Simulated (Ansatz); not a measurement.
Basis-set extrapolation for C$_{2}$H$_{10}$AlNSi (`C[SiH](C)[NH][AlH2]`) (PBE0-D4/def2-TZVP geometry, frozen core, Ansatz 0.2.0). Multiplicity 1, RHF reference.

```
                      def2-TZVPP   def2-QZVPP
                 HF  -667.014271  -667.037646
    MP2 correlation    -0.778149    -0.830692
CCSD(T) correlation    -0.870078      not run
```

Energies in hartree. Use E(X) = E(∞) + A·exp(−7.88·√X) for Hartree–Fock and E(X) = E(∞) + B·X^(−2.97) for correlation, with X = 3 and 4, and add CCSD(T) minus MP2 of the smaller set to the MP2 limit.

Task: What is the CCSD(T) energy at the basis-set limit?

Result: HF limit: -667.037646 + (-0.023375) × 0.13774 = -667.04087. MP2 limit: -0.830692 + (-0.052543) × 0.74074 = -0.86961. Higher-order term: -0.870078 − (-0.778149) = -0.09193. Total: -668.00241 hartree, 310.0 kJ/mol below CCSD(T)/def2-TZVPP.
